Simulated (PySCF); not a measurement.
BeH2S2. Atoms are numbered in the order given.

```xyz
5

Be     0.0000     0.0000     0.0331
S     -0.0582     1.9020     0.0519
H      0.8945     1.9800    -0.8965
S      0.0582    -1.9020     0.0519
H     -0.8945    -1.9800    -0.8965
```

Geometry optimised at r2SCAN-D4/def2-TZVP. The values are those of a single conformer.

Calculation: PySCF with C-PCM-ωB97X/def2-SVP.

The values are the electrostatic part of the solvation free energy, E(continuum) − E(gas) at the gas-phase geometry, in a cavity of scaled van der Waals radii (PySCF's table); cavitation and dispersion terms are not included. A continuum can't describe solvent molecules that bind to the metal. In vacuum the orbital gap is 11.75 eV. The dipole moment in vacuum is 1.39 D.

Computed values in water (ε = 78.36), chloroform (ε = 4.71), ethanol (ε = 24.85):
```tsv
solvent	ε	ΔG(elec) (kcal/mol)	dipole (D)	gap (eV)
water	78.36	-7.7	1.88	12.02
chloroform	4.71	-5.9	1.76	11.96
ethanol	24.85	-7.4	1.86	12.01
```
